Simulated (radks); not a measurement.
Coherent X-ray form factor from a spherical all-electron density. Method: Dirac Kohn-Sham, LDA (Slater exchange, Perdew-Wang correlation), spin-unpolarised, spherical densities, point nucleus; computed with a radial shooting solver on a logarithmic mesh with Libxc functionals.

sin(theta)/lambda (1/angstrom),f0 (electrons)
0.05,48.529
0.1,47.194
0.15,45.195
0.2,42.786
0.25,40.204
0.3,37.623
0.4,32.840
0.5,28.760
0.6,25.402
0.8,20.609
1,17.598
1.25,14.875
1.5,12.474
2,8.558

The species is in the configuration that NIST lists as its ground one. Which atom or ion scatters so?

Answer. The xenon ion Xe5+, [Kr] 4d10 5s2 5p1. Extrapolating in s^2 from the first two rows gives f0(0) = 49.0, near the electron count 49; among species with that count, the fall with angle is slower the higher Z, and the table is that of Z = 54; from so few rows the species is fixed only to a neighbour or two.
